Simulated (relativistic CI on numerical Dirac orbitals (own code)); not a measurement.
V+: 2p photoemission

Computed with this model: Dirac-Coulomb-Breit CI, separate exchange-only KLI orbitals for each configuration, model QED (radiative potential, 1s self-energy scaled to tabulated hydrogen-like ionisation energies), valence Slater integrals scaled by 0.8, multiplet model of photoemission in the sudden approximation; configurations [Ar] 3d4 → [He] 2s2 2p5 3s2 3p6 3d4; 300 K; Lorentzian 0.35 eV and Gaussian 0.6 eV FWHM. Energies are those of the free ion, without screening or charge transfer. The energies are binding energies and can lie tens of eV above those of solids. S is read from ⟨S²⟩ = S(S + 1).

Field parameters in Wybourne normalisation: D3d B²₀ = −7Dσ, B⁴₀ = −14Dq − 21Dτ, B⁴₃ = −14√(10/7) Dq. The field is a parameter set, without covalency.

free ion: ground-state S = 2.00, centroid 528.86 eV. Peaks (eV, height): 525.3 (85), 526.5 (100), 529.0 (21), 533.5 (59), 534.3 (47).

D3d, 10Dq = 13650, Dσ = -1200, Dτ = -390 cm⁻¹: ground-state S = 1.95, centroid 528.89 eV. Peaks (eV, height): 525.3 (100), 526.3 (98), 534.0 (63).

D3d, 10Dq = 13650, Dσ = 1200, Dτ = -390 cm⁻¹: ground-state S = 2.00, centroid 528.86 eV. Peaks (eV, height): 525.3 (100), 526.2 (92), 533.9 (60).

Strongest unbroadened transitions for free ion:

| Energy (eV) | Relative strength |
| --- | --- |
| 524.90 | 58.0 |
| 524.99 | 47.9 |
| 525.01 | 90.6 |
| 525.21 | 46.3 |
| 525.22 | 100.0 |
| 525.50 | 76.2 |
| 525.67 | 92.9 |
| 526.16 | 75.2 |
| 526.35 | 49.7 |
| 526.36 | 61.6 |
| 526.46 | 55.8 |
| 526.51 | 78.4 |
| 526.76 | 53.8 |
| 526.87 | 48.2 |
| 533.51 | 78.7 |
| 533.67 | 66.9 |
| 534.29 | 50.1 |
| 534.42 | 47.5 |
